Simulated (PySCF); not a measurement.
## How methods differ on the ionisation energy of Yb⁺

Yb⁺ [Xe] 4f14 6s1 [6s1/2^1, M_J = 1/2] → Yb²⁺ [Xe] 4f14, as a difference of total energies. Calculation: PySCF 2.14, in x2c-SVPall-2c; the two-component X2C-1e Hamiltonian. Correlated levels: [Ar] 3d10 frozen; the 16 highest virtual spinors dropped. "Screened" scales the spin-orbit matrix elements by Boettger's factors to mimic the two-electron term; Breit and QED terms are absent.

```json
{"method": "GHF (spin-free)", "ionisation energy (eV)": "11.194", "error (eV)": "-0.985"}
{"method": "GMP2 (spin-free)", "ionisation energy (eV)": "11.913", "error (eV)": "-0.266"}
{"method": "GHF (screened spin-orbit)", "ionisation energy (eV)": "11.197", "error (eV)": "-0.982"}
{"method": "GMP2 (screened spin-orbit)", "ionisation energy (eV)": "11.916", "error (eV)": "-0.263"}
```

Reference: 12.179 eV (measured; NIST Atomic Spectra Database, ionization energies).

Errors of the correlated levels include the incompleteness of this basis and the frozen core.
